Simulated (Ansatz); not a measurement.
Q: Name a neutral molecule of C, O, Zn and H with HOMO–LUMO gap (PBE0/def2-TZVPP) between 2.70 and 3.00 eV and HOMO–LUMO gap (PBE/def2-TZVPP) between 1.05 and 1.35 eV (Ansatz, PBE0-D4/def2-TZVP geometry).

A: `C1=[CH][Zn][O]1` (2.90 eV, 1.12 eV). Other molecules can fit too; these were computed, each in one conformer that needn't be the lowest.
